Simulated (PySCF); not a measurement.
# TiH₄ + 2 F₂ → TiHF + 3 HF

Level: PBE0 in the def2-TZVP basis family, all electrons, no relativity, computed in PySCF with density fitting; open shells unrestricted.

```json
{"species": "TiH₄", "state and structure": "singlet, Td, Ti–H 1.693 Å (×4)", "E (Eh)": "-851.52217", "ZPE (kJ/mol)": "58.5", "H(298 K) − H(0) (kJ/mol)": "12.5", "S° (J/(mol K))": "223.2"}
{"species": "F₂", "state and structure": "singlet, D∞h, F–F 1.376 Å", "E (Eh)": "-199.40856", "ZPE (kJ/mol)": "6.6", "H(298 K) − H(0) (kJ/mol)": "8.7", "S° (J/(mol K))": "201.9"}
{"species": "TiHF", "state and structure": "triplet, Cs, Ti–F 1.785 Å, Ti–H 1.752 Å; F–Ti–H 124.6°", "E (Eh)": "-949.64574", "ZPE (kJ/mol)": "16.2", "H(298 K) − H(0) (kJ/mol)": "11.1", "S° (J/(mol K))": "259.4"}
{"species": "HF", "state and structure": "singlet, C∞v, H–F 0.920 Å", "E (Eh)": "-100.39188", "ZPE (kJ/mol)": "24.9", "H(298 K) − H(0) (kJ/mol)": "8.7", "S° (J/(mol K))": "173.6"}
```

Problem. What is the electronic reaction energy?

Solution. At PBE0/def2-TZVP, ΔE = -1265.7 kJ/mol from the differences of the total energies times 2625.5, downhill. 

Problem. Add zero-point, thermal and entropy terms for 298.15 K and 1 bar.

Solution. ΔZPE = 19.2 and Δ[H(298) − H(0)] = 7.3 kJ/mol give ΔH° = -1239.2 kJ/mol. ΔS° = 153.2 J/(mol K), so ΔG° = -1239.2 − 298.15 × (0.1532) = -1285 kJ/mol.

Open d or f shells are single determinants, so the state found may not be the ground state. Only the bonding shown was studied: isomers, or loss of a ligand pair, can lie lower.
